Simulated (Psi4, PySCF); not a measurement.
C$_{2}$H$_{2}$BClO (SMILES C#CB(O)Cl), singlet, geometry from GFN2-xTB. Base run: PBE0/6-31G, TDA in PySCF.

The PySCF input:
```python
from pyscf import gto, scf, dft, tdscf

mol = gto.M(
    atom='''
B    -0.235309    0.050656   -0.318790
C     0.957228    0.976688   -0.098869
C     1.900820    1.699570    0.086752
H     2.727259    2.328126    0.254726
Cl   -0.534056   -1.206342    0.835672
O    -1.084723    0.131474   -1.349141
H    -0.942266    0.817061   -2.001353
''',
    basis='6-31g',
    charge=0,
    spin=0,
    verbose=4,
)

mf = dft.RKS(mol)
mf.xc = 'pbe0'
mf.kernel()
td = mf.TDA()
td.nstates = 5
td.kernel()
td.analyze()
```

Programs used: Psi4, PySCF; a row that names a program was run with it.

The base run was repeated with changes; each row names its change, and settings that it needs were set with it.

| change | first excitation (eV) | oscillator strength of the first | second (eV) |
|---|---|---|---|
| base | 5.39 | 0.000 | 6.30 |
| functional = m062x | 5.30 | 0.000 | 6.55 |
| guess vectors = 13 for 5 states | 5.39 | 0.000 | 6.30 |
| functional = lc_wpbe | 5.66 | 0.000 | 6.49 |
| functional = b3lyp | 5.29 | 0.000 | 6.17 |
| conv_tol = 1e-3 | 5.39 | 0.000 | 6.30 |
| code = psi4 | 5.39 | 0.000 | 6.30 |
| nstates = 10 | 5.39 | 0.000 | 6.30 |
| basis = def2-SVP | 5.34 | 0.000 | 6.22 |
| functional = blyp | 5.03 | 0.000 | 5.75 |
| states = triplets | 4.68 | - | 4.97 |

An iterative solver can miss low states, so a row lists the states that it found.
